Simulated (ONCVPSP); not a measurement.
tellurium: variants of one ONCV potential

Base potential:

```json
{
  "Element": "Te (Z = 52)",
  "Generator": "ONCVPSP 4.0.1",
  "Type": "optimised norm-conserving Vanderbilt (ONCV)",
  "Functional": "LDA (Perdew-Wang 92)",
  "Relativity": "fully relativistic",
  "Frozen core": "[Kr] 4d10",
  "Valence charge": "6",
  "Reference configuration": "5s1.75 5p4.25",
  "Partial waves": "5s: rc 1.70 bohr, ncon 5, nbas 10, qcut 3.4 1/bohr, 2 projectors, debl 3.5 Ha; 5p: rc 1.70 bohr, ncon 4, nbas 8, qcut 3.9 1/bohr, 2 projectors, debl 1.8 Ha",
  "Local potential": "polynomial inside 1.60 bohr (lpopt 1, dvloc0 0 Ha)",
  "Core correction": "Teter function fitted to the true core (icmod 2), fcfact 0.25"
}
```

Open shells are filled in proportion to 2j + 1.

All-electron outer shells of the reference configuration (LDA (PZ), scalar-relativistic, ld1.x):

| shell | level (eV) | outermost node (bohr) | outermost maximum (bohr) |
| --- | --- | --- | --- |
| 4p | -114.54 | 0.38 | 0.74 |
| 4d | -42.03 | 0.36 | 0.81 |
| 5s | -15.56 | 0.91 | 1.77 |
| 5p | -6.26 | 1.00 | 2.14 |

Cutoffs, loose and tight: the cutoffs (Ha) at which the residual kinetic energy of the hardest occupied pseudo-wave falls to 1 and 0.1 mHa per electron. They do not see the model core or the augmentation charge, which bear on the density cutoff. Test errors are all-electron minus pseudo excitation energies from the reference, over the configurations 5s2 5p4; 5s2 5p3; 5s2 5p2; 5s1 5p4. A dash means not determined; rows that change the core or the reference have their own tests.

For the base: The cutoffs count occupied waves only; projector 2 of the p channel, the hardest unoccupied one, needs 89 Ha at the loose tolerance.

```tsv
change	outcome	cutoff, loose	cutoff, tight	bound ghosts	GHOST(+) flags above zero	largest test error (meV)
base	generated	26 Ha	69 Ha	none	s, p3/2, p1/2	-9.7
p: rc 1.98	generated	14 Ha	62 Ha	none	s, p1/2	-10
local potential polynomial inside 1.45 bohr (lpopt 5, dvloc0 0 Ha)	generated	26 Ha	69 Ha	none	s, p3/2, p1/2	-9.5
core correction Teter function, fcfact 3.75, rcfact 1.1	generated	26 Ha	69 Ha	none	s, p3/2, p1/2	+12
local potential polynomial inside 1.60 bohr (lpopt 1, dvloc0 3 Ha)	generated	26 Ha	69 Ha	none	s, p3/2, p1/2	-9.8
scalar-relativistic	generated	15 Ha	67 Ha	none	s, p	-15
functional LDA (Perdew-Zunger)	generated	26 Ha	69 Ha	none	s, p3/2, p1/2	-9.7
s: ncon 3, nbas 8	generated	26 Ha	69 Ha	none	s, p3/2, p1/2	-8.8
s: qcut 3.6	generated	26 Ha	85 Ha	none	s, p3/2, p1/2	-9.5
```
